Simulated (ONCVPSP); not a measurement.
## What one change does to a pseudopotential (vanadium (V), ONCV)

ONCVPSP 4.0.1 input, shortened (lines: element, Z, core and valence counts, functional; n l f; lmax; l rc ep ncon nbas qcut; lloc lpopt rc5 dvloc0; l nproj debl; icmod fcfact rcfact), PW91, scalar-relativistic:

```
  V 23.00    3    3  -109134      upf
    1    0    2.00
    2    0    2.00
    2    1    6.00
    3    0    2.00
    3    1    6.00
    3    2    3.00
    2
    0    1.00    0.00    4    8    6.90
    1    1.55    0.00    4    9    8.90
    2    2.20    0.00    4    7    5.80
    4    5    0.95    3.00
    0    2    0.50
    1    2    1.70
    2    2    2.80
    3    2.75    1.55
```

In the s channel the program set the typed energies aside and used -3.190, 0.250 Ha. In the p channel the program set the typed energies aside and used -2.229, 0.250 Ha.

Change: d: rc 3.2. In the s channel the program set the typed energies aside and used -3.190, 0.250 Ha. In the p channel the program set the typed energies aside and used -2.229, 0.250 Ha. In the d channel the program set the typed energies aside and used -0.786, 0.050 Ha.

Cutoffs: the cutoffs (Ha) at which the residual kinetic energy of the hardest occupied pseudo-wave falls to 1 and 0.1 mHa per electron; they do not see the model core or the augmentation charge, which bear on the density cutoff. Errors are all-electron minus pseudo energies relative to the spin-unpolarised reference configuration.

**Question.** Predict the effect on cutoff, ghosts and configuration errors.

**Answer.** The potential gets neither clearly harder nor softer (147 Ha and 180 Ha → 147 Ha and 180 Ha); the s channel sets the loose cutoff, while the largest relative change is in d, which becomes softer; of the 4 tests that both files solve, the error grows in 4 and shrinks in 0 by more than 15 % and 0.3 meV (median size 168.2 → 339.3 meV); neither file shows a bound ghost. More of the atom is replaced by a form fitted at one configuration, so other configurations suffer.

```tsv
quantity	base	changed
cutoff, loose	147 Ha	147 Ha
cutoff, tight	180 Ha	180 Ha
loose cutoff by channel	s 147 Ha, p 24 Ha, d 17 Ha	s 147 Ha, p 24 Ha, d 11 Ha
bound ghosts	none	none
GHOST(+) flags under 300 eV	none	none
error for 3s2 3p6 3d3 4s2, meV [ΔE -22.11 eV]	+1.0	-200
error for 3s2 3p6 3d3 4s1, meV [ΔE -14.32 eV]	-1.7	-93
error for 3s2 3p6 3d2, meV [ΔE 29.00 eV]	+337	+873
error for 3s2 3p6 3d2 4s2, meV [ΔE -11.06 eV]	+335	+479
s: phases at 1.01 bohr within 0.05 rad from the reference energy up to (Ha; the scan ends near 5)	to the end of the scan	to the end of the scan
p: phases at 1.58 bohr within 0.05 rad from the reference energy up to (Ha; the scan ends near 5)	to the end of the scan	to the end of the scan
rms error of d²Exc/dni dnj with the model core, mHa	2.53	6.47
```
